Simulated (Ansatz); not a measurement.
Relaxation of the cluster Cd₇Se₆Br₂ with RKS PBE-D4/def2-SVP.

```sh
$ ansatz run in.yaml --threads 2 --pin off --events-out ev --progress --plain --max-ram 31744MiB --backend cuda --devices 0, --max-vram 18GiB
```

```yaml
crystal:
  periodic: [false, false, false]
  atoms:
    - {symbol: Cd, position_ang: [0.490390, -0.198860, -2.043230]}
    - {symbol: Cd, position_ang: [-3.110700, -0.010890, -0.447790]}
    - {symbol: Cd, position_ang: [-1.328420, -2.582720, -0.332550]}
    - {symbol: Cd, position_ang: [2.600540, 0.782920, 1.903830]}
    - {symbol: Cd, position_ang: [3.073320, -3.641300, -0.417330]}
    - {symbol: Cd, position_ang: [-0.358870, 0.601820, 3.005700]}
    - {symbol: Cd, position_ang: [-0.313870, 2.899820, 1.094790]}
    - {symbol: Se, position_ang: [0.754910, 2.303650, -1.347880]}
    - {symbol: Se, position_ang: [1.367870, -1.950490, -0.194860]}
    - {symbol: Se, position_ang: [-1.786700, -1.140400, -2.531010]}
    - {symbol: Se, position_ang: [-2.591110, 2.645870, -0.148380]}
    - {symbol: Se, position_ang: [-1.327780, 3.051500, -2.064910]}
    - {symbol: Se, position_ang: [-2.929520, -1.719070, 1.359560]}
    - {symbol: Br, position_ang: [4.636610, -5.570610, -0.431750]}
    - {symbol: Br, position_ang: [0.823330, 4.528780, 2.595810]}
basis:
  gaussian: {orbitals: def2-SVP, fitting: {mean_field: def2-universal-jkfit}}
hamiltonian: {xc: pbe, dispersion: d4}
scf: {lower_state_search: "off"}
output: {orbitals: {seedname: orbitals}}
relax: {f_tol: 0.03, max_steps: 70}
```

Hardware: 2 threads of AMD EPYC 7R13 on a shared host and a share (18 GiB) of an NVIDIA H100 80GB HBM3. Wall time 3 min, peak host memory 1.2 GiB.

Positions (Å) and forces (eV/Å) at steps 1, 2, 3, 4, 5, 6, 7, 8, 9, 10, 11, 12, 13, 14, 15, 16, 17, 18, 19 of 48:

```xyz
15
step=1 energy=-564010.7919 eV
Cd    0.490   -0.199   -2.043    0.168    0.153    0.322
Cd   -3.111   -0.011   -0.448    0.391    0.614   -0.236
Cd   -1.328   -2.583   -0.333    0.618   -0.106   -0.217
Cd    2.601    0.783    1.904    0.228    0.026   -0.169
Cd    3.073   -3.641   -0.417    0.575   -0.870   -0.122
Cd   -0.359    0.602    3.006   -0.327   -0.071   -0.169
Cd   -0.314    2.900    1.095    0.270   -0.095    0.713
Se    0.755    2.304   -1.348    1.239   -0.181   -0.080
Se    1.368   -1.950   -0.195   -0.378    0.348    0.294
Se   -1.787   -1.140   -2.531   -0.559   -0.184   -0.590
Se   -2.591    2.646   -0.148   -1.165   -0.251    0.135
Se   -1.328    3.051   -2.065   -0.420    0.452   -0.874
Se   -2.930   -1.719    1.360   -0.421   -0.302    1.015
Br    4.637   -5.571   -0.432   -0.273    0.434   -0.023
Br    0.823    4.529    2.596    0.055    0.033    0.002
15
step=2 energy=-564011.2250 eV
Cd    0.414   -0.182   -1.938   -0.148    0.176    0.001
Cd   -2.922    0.029   -0.396    0.062   -0.007    0.006
Cd   -1.262   -2.529   -0.324   -0.135   -0.060    0.028
Cd    2.614    0.794    1.878    0.083    0.041   -0.131
Cd    3.065   -3.719   -0.427   -0.294    0.149   -0.057
Cd   -0.427    0.515    2.934   -0.274   -0.082   -0.322
Cd   -0.343    2.871    1.152   -0.054   -0.202    0.075
Se    0.867    2.366   -1.412   -0.074   -0.183    0.198
Se    1.364   -1.955   -0.112    0.131    0.067    0.200
Se   -1.875   -1.181   -2.654    0.154    0.048    0.398
Se   -2.718    2.680   -0.227    0.162   -0.047   -0.073
Se   -1.316    3.098   -2.125   -0.054    0.076   -0.114
Se   -2.930   -1.760    1.486    0.223    0.131   -0.152
Br    4.640   -5.546   -0.450    0.180   -0.151   -0.041
Br    0.829    4.520    2.616    0.036    0.042   -0.017
15
step=3 energy=-564011.3769 eV
Cd    0.396   -0.144   -1.863   -0.085    0.119   -0.003
Cd   -2.877    0.052   -0.362    0.015   -0.015    0.026
Cd   -1.246   -2.581   -0.297   -0.080   -0.001    0.008
Cd    2.634    0.828    1.856    0.024    0.060   -0.126
Cd    3.022   -3.736   -0.435   -0.189    0.125   -0.026
Cd   -0.488    0.424    2.773   -0.266   -0.119   -0.322
Cd   -0.355    2.855    1.169   -0.002   -0.154    0.129
Se    0.858    2.388   -1.377   -0.023   -0.088    0.052
Se    1.362   -1.941   -0.052    0.142   -0.014    0.176
Se   -1.863   -1.188   -2.571    0.129   -0.001    0.148
Se   -2.697    2.697   -0.269    0.057    0.038   -0.129
Se   -1.306    3.138   -2.174    0.010   -0.079    0.122
Se   -2.918   -1.778    1.483    0.177    0.172    0.024
Br    4.641   -5.538   -0.481    0.077   -0.067   -0.051
Br    0.837    4.524    2.600    0.015    0.024   -0.027
15
step=4 energy=-564011.5089 eV
Cd    0.389   -0.122   -1.822    0.015    0.039    0.036
Cd   -2.851    0.065   -0.345   -0.036    0.059   -0.023
Cd   -1.240   -2.586   -0.272    0.038   -0.020   -0.008
Cd    2.645    0.865    1.824   -0.023    0.072   -0.121
Cd    2.991   -3.739   -0.442   -0.064    0.033   -0.005
Cd   -0.566    0.349    2.616   -0.258   -0.178   -0.292
Cd   -0.362    2.828    1.198    0.044   -0.120    0.158
Se    0.870    2.384   -1.348    0.020   -0.003    0.032
Se    1.369   -1.927    0.008    0.057   -0.006    0.125
Se   -1.840   -1.196   -2.530    0.038   -0.048    0.036
Se   -2.695    2.703   -0.286    0.009    0.062   -0.119
Se   -1.290    3.132   -2.176    0.025   -0.082    0.123
Se   -2.899   -1.756    1.504    0.155    0.154    0.156
Br    4.637   -5.529   -0.513   -0.018    0.016   -0.058
Br    0.844    4.531    2.584   -0.001    0.022   -0.041
15
step=5 energy=-564011.6540 eV
Cd    0.394   -0.110   -1.787    0.038    0.020    0.055
Cd   -2.851    0.090   -0.343   -0.016    0.038   -0.078
Cd   -1.219   -2.593   -0.250    0.035    0.024   -0.007
Cd    2.639    0.904    1.778   -0.050    0.085   -0.122
Cd    2.966   -3.738   -0.445    0.010   -0.020    0.008
Cd   -0.659    0.260    2.469   -0.244   -0.175   -0.253
Cd   -0.360    2.785    1.248    0.076   -0.128    0.163
Se    0.889    2.382   -1.322    0.033    0.007    0.039
Se    1.377   -1.917    0.067    0.016    0.005    0.096
Se   -1.821   -1.215   -2.499   -0.003   -0.052    0.047
Se   -2.698    2.719   -0.303   -0.013    0.065   -0.082
Se   -1.272    3.122   -2.170    0.036   -0.066    0.090
Se   -2.858   -1.717    1.542    0.156    0.125    0.161
Br    4.626   -5.520   -0.549   -0.059    0.045   -0.063
Br    0.848    4.548    2.564   -0.015    0.026   -0.053
15
step=6 energy=-564011.7892 eV
Cd    0.402   -0.101   -1.750    0.059    0.030    0.057
Cd   -2.850    0.109   -0.365   -0.051    0.131   -0.068
Cd   -1.201   -2.580   -0.234    0.074   -0.042    0.030
Cd    2.619    0.950    1.719   -0.054    0.094   -0.126
Cd    2.952   -3.735   -0.441   -0.003   -0.001    0.019
Cd   -0.769    0.172    2.336   -0.105   -0.031   -0.144
Cd   -0.338    2.716    1.316    0.100   -0.122    0.169
Se    0.910    2.380   -1.292    0.061   -0.015    0.046
Se    1.385   -1.908    0.123    0.015   -0.009    0.072
Se   -1.811   -1.238   -2.468   -0.009   -0.047   -0.036
Se   -2.702    2.737   -0.319   -0.021    0.013   -0.044
Se   -1.250    3.108   -2.159    0.016   -0.030    0.048
Se   -2.802   -1.668    1.590   -0.004   -0.017    0.113
Br    4.610   -5.514   -0.591   -0.046    0.025   -0.066
Br    0.845    4.571    2.536   -0.033    0.020   -0.071
15
step=7 energy=-564011.8773 eV
Cd    0.418   -0.088   -1.689    0.004    0.000   -0.003
Cd   -2.876    0.113   -0.378   -0.065    0.126   -0.143
Cd   -1.185   -2.589   -0.187    0.074   -0.060   -0.060
Cd    2.618    1.038    1.656    0.049    0.069   -0.113
Cd    2.933   -3.716   -0.420    0.031   -0.040    0.003
Cd   -0.869    0.097    2.180   -0.047   -0.005    0.070
Cd   -0.254    2.633    1.404    0.096    0.055    0.094
Se    0.952    2.379   -1.257    0.037    0.022    0.046
Se    1.387   -1.890    0.196    0.002   -0.026    0.108
Se   -1.780   -1.263   -2.429    0.036   -0.026   -0.022
Se   -2.682    2.733   -0.308    0.009   -0.004   -0.044
Se   -1.216    3.099   -2.132   -0.003   -0.042    0.086
Se   -2.859   -1.700    1.583   -0.070   -0.035    0.122
Br    4.576   -5.498   -0.675   -0.065    0.046   -0.052
Br    0.838    4.653    2.457   -0.089   -0.080   -0.093
15
step=8 energy=-564011.8885 eV
Cd    0.439   -0.064   -1.628    0.143   -0.050    0.096
Cd   -2.920    0.149   -0.454   -0.001   -0.270    0.075
Cd   -1.159   -2.618   -0.159   -0.071    0.121    0.237
Cd    2.679    1.169    1.527    0.730   -0.094    0.203
Cd    2.905   -3.706   -0.380    0.118   -0.121   -0.054
Cd   -1.027    0.021    2.135    0.116    0.207    0.155
Cd   -0.178    2.511    1.466   -0.246    0.424    0.244
Se    1.017    2.381   -1.198   -0.055    0.097   -0.165
Se    1.402   -1.882    0.331   -0.203   -0.111   -0.018
Se   -1.699   -1.285   -2.389   -0.136   -0.064   -0.129
Se   -2.651    2.727   -0.286   -0.053    0.103   -0.037
Se   -1.161    3.080   -2.077   -0.056    0.052   -0.055
Se   -2.940   -1.723    1.609    0.015   -0.083   -0.396
Br    4.521   -5.487   -0.828   -0.130    0.115   -0.011
Br    0.770    4.727    2.330   -0.172   -0.326   -0.146
15
step=9 energy=-564011.9528 eV
Cd    0.471   -0.080   -1.591    0.004    0.004    0.035
Cd   -2.941    0.115   -0.478    0.046   -0.033   -0.013
Cd   -1.160   -2.603   -0.120   -0.022    0.022   -0.035
Cd    2.876    1.185    1.515   -0.113    0.062   -0.108
Cd    2.895   -3.701   -0.366    0.046   -0.069   -0.059
Cd   -1.051    0.047    2.175   -0.064   -0.121    0.106
Cd   -0.227    2.504    1.524    0.333    0.376    0.051
Se    1.033    2.392   -1.194   -0.131   -0.094    0.098
Se    1.380   -1.894    0.378    0.006    0.049    0.074
Se   -1.687   -1.307   -2.399    0.059    0.018    0.008
Se   -2.656    2.725   -0.291   -0.039   -0.101   -0.013
Se   -1.153    3.085   -2.070    0.101   -0.008    0.001
Se   -2.978   -1.740    1.543    0.020    0.103   -0.043
Br    4.482   -5.479   -0.900   -0.099    0.095    0.000
Br    0.716    4.750    2.273   -0.145   -0.302   -0.102
15
step=10 energy=-564011.9922 eV
Cd    0.504   -0.127   -1.548   -0.016   -0.003   -0.035
Cd   -2.888    0.051   -0.531   -0.072    0.232   -0.101
Cd   -1.165   -2.569   -0.115    0.018   -0.145   -0.085
Cd    2.935    1.232    1.493   -0.115    0.055   -0.097
Cd    2.828   -3.651   -0.374    0.041   -0.055   -0.040
Cd   -1.081    0.054    2.235    0.056    0.145    0.051
Cd   -0.160    2.510    1.568    0.162    0.130    0.050
Se    1.010    2.341   -1.153   -0.004    0.067    0.062
Se    1.348   -1.857    0.469    0.111   -0.018    0.104
Se   -1.622   -1.346   -2.450    0.059   -0.051    0.042
Se   -2.664    2.654   -0.309   -0.013   -0.097   -0.015
Se   -1.151    3.034   -2.076    0.086    0.000    0.036
Se   -2.985   -1.693    1.515   -0.126   -0.102    0.106
Br    4.389   -5.421   -0.996   -0.086    0.080   -0.005
Br    0.702    4.789    2.271   -0.100   -0.239   -0.075
15
step=11 energy=-564012.0426 eV
Cd    0.533   -0.129   -1.451    0.042   -0.032    0.054
Cd   -2.889    0.031   -0.601   -0.033    0.050   -0.037
Cd   -1.139   -2.593   -0.039    0.047   -0.051    0.043
Cd    2.964    1.291    1.402   -0.080    0.032   -0.059
Cd    2.809   -3.647   -0.393    0.020   -0.047   -0.040
Cd   -1.208    0.135    2.248    0.067    0.050    0.023
Cd   -0.132    2.508    1.560    0.049    0.024    0.119
Se    1.031    2.362   -1.086    0.097   -0.099    0.010
Se    1.379   -1.901    0.603   -0.044    0.102    0.002
Se   -1.525   -1.427   -2.404    0.056    0.014   -0.005
Se   -2.674    2.615   -0.357   -0.008    0.016   -0.044
Se   -1.103    3.040   -2.062   -0.072    0.022   -0.036
Se   -3.032   -1.678    1.504   -0.072   -0.049    0.008
Br    4.313   -5.393   -1.179   -0.038    0.034   -0.019
Br    0.673    4.787    2.256   -0.032   -0.066   -0.019
15
step=12 energy=-564012.0673 eV
Cd    0.598   -0.166   -1.377   -0.044   -0.006    0.037
Cd   -2.897    0.016   -0.667    0.075   -0.050   -0.017
Cd   -1.112   -2.621    0.037   -0.047    0.076    0.016
Cd    3.011    1.365    1.325    0.142   -0.038    0.046
Cd    2.755   -3.613   -0.409    0.032   -0.041   -0.014
Cd   -1.279    0.155    2.267    0.030    0.041   -0.044
Cd   -0.086    2.483    1.631   -0.131    0.030    0.045
Se    1.038    2.340   -1.054    0.009   -0.012   -0.060
Se    1.383   -1.885    0.717    0.041   -0.016   -0.028
Se   -1.430   -1.489   -2.362    0.024    0.001    0.019
Se   -2.689    2.594   -0.428    0.027    0.027   -0.043
Se   -1.072    3.029   -2.087   -0.064   -0.046    0.040
Se   -3.074   -1.664    1.478   -0.013   -0.024   -0.007
Br    4.211   -5.341   -1.332   -0.080    0.081    0.009
Br    0.645    4.797    2.261    0.000   -0.024    0.002
15
step=13 energy=-564012.0811 eV
Cd    0.619   -0.187   -1.299    0.011    0.036   -0.014
Cd   -2.859   -0.022   -0.719    0.009   -0.066   -0.025
Cd   -1.101   -2.596    0.107   -0.063    0.011    0.034
Cd    3.067    1.421    1.294    0.113   -0.034    0.049
Cd    2.717   -3.585   -0.409    0.043   -0.069   -0.055
Cd   -1.336    0.184    2.239   -0.018   -0.012   -0.008
Cd   -0.082    2.483    1.661   -0.094    0.027    0.000
Se    1.061    2.328   -1.032   -0.027   -0.039   -0.014
Se    1.396   -1.871    0.812    0.052   -0.057   -0.036
Se   -1.343   -1.559   -2.349   -0.007    0.042    0.105
Se   -2.694    2.554   -0.464    0.042    0.012   -0.056
Se   -1.047    2.988   -2.094   -0.062   -0.013    0.007
Se   -3.131   -1.653    1.473    0.114    0.022   -0.069
Br    4.106   -5.290   -1.488   -0.125    0.144    0.070
Br    0.628    4.805    2.267    0.013   -0.005    0.012
15
step=14 energy=-564012.0923 eV
Cd    0.663   -0.202   -1.250   -0.028    0.024    0.004
Cd   -2.847   -0.071   -0.766    0.036   -0.051    0.005
Cd   -1.084   -2.617    0.170   -0.034    0.056    0.002
Cd    3.114    1.468    1.310   -0.064    0.009   -0.019
Cd    2.651   -3.545   -0.423    0.073   -0.083   -0.071
Cd   -1.367    0.214    2.225   -0.037   -0.028   -0.007
Cd   -0.100    2.507    1.674    0.015   -0.024   -0.027
Se    1.075    2.315   -1.011    0.031   -0.022    0.038
Se    1.396   -1.845    0.893    0.096   -0.110   -0.044
Se   -1.267   -1.614   -2.310    0.000    0.013    0.060
Se   -2.687    2.506   -0.515    0.003    0.024   -0.064
Se   -1.022    2.939   -2.123   -0.028   -0.012    0.029
Se   -3.139   -1.648    1.459    0.072    0.020   -0.025
Br    3.980   -5.223   -1.627   -0.152    0.177    0.114
Br    0.634    4.816    2.295    0.017    0.007    0.007
15
step=15 energy=-564012.1038 eV
Cd    0.681   -0.205   -1.189    0.003    0.015    0.009
Cd   -2.831   -0.104   -0.795    0.024   -0.021    0.017
Cd   -1.056   -2.610    0.230    0.002    0.030    0.022
Cd    3.122    1.505    1.322   -0.062    0.011   -0.015
Cd    2.621   -3.523   -0.446    0.071   -0.095   -0.081
Cd   -1.409    0.243    2.228   -0.055   -0.036   -0.020
Cd   -0.127    2.520    1.668    0.024   -0.032   -0.022
Se    1.086    2.315   -0.985    0.015   -0.036    0.040
Se    1.430   -1.852    0.959    0.045   -0.075   -0.070
Se   -1.207   -1.659   -2.268    0.018    0.009    0.018
Se   -2.706    2.480   -0.596    0.030    0.016   -0.040
Se   -0.994    2.912   -2.153   -0.045   -0.017    0.013
Se   -3.145   -1.644    1.455    0.046    0.022   -0.005
Br    3.880   -5.181   -1.746   -0.138    0.170    0.120
Br    0.656    4.803    2.315    0.023    0.041    0.014
15
step=16 energy=-564012.1175 eV
Cd    0.723   -0.212   -1.135    0.006   -0.005    0.034
Cd   -2.790   -0.148   -0.817   -0.001    0.010    0.000
Cd   -1.020   -2.600    0.311    0.030    0.014    0.039
Cd    3.106    1.546    1.355   -0.044    0.013   -0.004
Cd    2.573   -3.503   -0.495    0.052   -0.080   -0.062
Cd   -1.485    0.299    2.225   -0.026   -0.018   -0.005
Cd   -0.167    2.554    1.665    0.011   -0.037    0.017
Se    1.084    2.312   -0.945    0.032   -0.007   -0.025
Se    1.476   -1.865    1.012    0.018   -0.027   -0.037
Se   -1.118   -1.718   -2.214   -0.010    0.009   -0.026
Se   -2.716    2.445   -0.681    0.030   -0.004   -0.055
Se   -0.967    2.866   -2.199   -0.045   -0.028    0.052
Se   -3.150   -1.643    1.459    0.020    0.010   -0.015
Br    3.754   -5.132   -1.886   -0.090    0.110    0.078
Br    0.696    4.800    2.346    0.019    0.040    0.008
15
step=17 energy=-564012.1273 eV
Cd    0.758   -0.225   -1.058    0.020    0.029   -0.020
Cd   -2.780   -0.186   -0.855    0.029   -0.011   -0.005
Cd   -0.954   -2.576    0.390   -0.030    0.007    0.008
Cd    3.092    1.595    1.395   -0.003    0.012    0.018
Cd    2.522   -3.495   -0.536    0.032   -0.029   -0.032
Cd   -1.564    0.351    2.218   -0.019   -0.001   -0.034
Cd   -0.200    2.584    1.676    0.037   -0.004    0.017
Se    1.105    2.303   -0.924   -0.088   -0.003    0.018
Se    1.544   -1.875    1.071    0.002   -0.027   -0.021
Se   -1.044   -1.757   -2.169    0.012    0.001    0.019
Se   -2.749    2.408   -0.766    0.080   -0.018   -0.035
Se   -0.944    2.800   -2.225   -0.027   -0.003    0.014
Se   -3.145   -1.647    1.441    0.011    0.008    0.026
Br    3.619   -5.083   -2.024   -0.053    0.049    0.036
Br    0.740    4.804    2.369   -0.004   -0.010   -0.010
15
step=18 energy=-564012.1363 eV
Cd    0.801   -0.221   -1.013   -0.006    0.016   -0.015
Cd   -2.746   -0.246   -0.882    0.021    0.013   -0.029
Cd   -0.926   -2.550    0.467   -0.010   -0.015   -0.013
Cd    3.081    1.639    1.431    0.012    0.016    0.028
Cd    2.486   -3.477   -0.577   -0.024    0.002   -0.011
Cd   -1.633    0.393    2.204   -0.008    0.031   -0.014
Cd   -0.221    2.608    1.714    0.030    0.022    0.023
Se    1.086    2.311   -0.879   -0.054    0.014   -0.085
Se    1.587   -1.881    1.108    0.026   -0.036   -0.012
Se   -0.957   -1.806   -2.127    0.000   -0.013    0.046
Se   -2.739    2.348   -0.848    0.016    0.008   -0.052
Se   -0.919    2.757   -2.279    0.007   -0.047    0.132
Se   -3.160   -1.648    1.450    0.046    0.006   -0.016
Br    3.482   -5.043   -2.154   -0.030    0.033    0.030
Br    0.779    4.815    2.385   -0.025   -0.050   -0.012
15
step=19 energy=-564012.1459 eV
Cd    0.846   -0.216   -0.970   -0.016   -0.037    0.031
Cd   -2.685   -0.291   -0.934   -0.004   -0.020    0.010
Cd   -0.878   -2.575    0.536   -0.020    0.082    0.032
Cd    3.078    1.688    1.467    0.041    0.012    0.044
Cd    2.404   -3.452   -0.626   -0.018    0.022    0.014
Cd   -1.709    0.461    2.178    0.018   -0.007   -0.035
Cd   -0.232    2.639    1.737    0.022    0.053    0.054
Se    1.084    2.319   -0.846   -0.098    0.000   -0.102
Se    1.630   -1.884    1.155    0.035   -0.052   -0.041
Se   -0.853   -1.880   -2.072   -0.007    0.025   -0.031
Se   -2.774    2.301   -0.909    0.035   -0.063   -0.052
Se   -0.913    2.704   -2.286    0.041    0.019    0.078
Se   -3.139   -1.645    1.428    0.035    0.006   -0.012
Br    3.327   -5.000   -2.265   -0.031    0.029    0.026
Br    0.814    4.829    2.406   -0.030   -0.070   -0.017
```

In the def2 sets Cd takes a core potential; there is no spin–orbit coupling. Single mean-field runs in def2-SVP are fitted with def2-universal-jkfit. Another isomer (singlet) lies 0.25 eV lower at PBE0-D4/def2-TZVP; other spin states weren't run for this one.
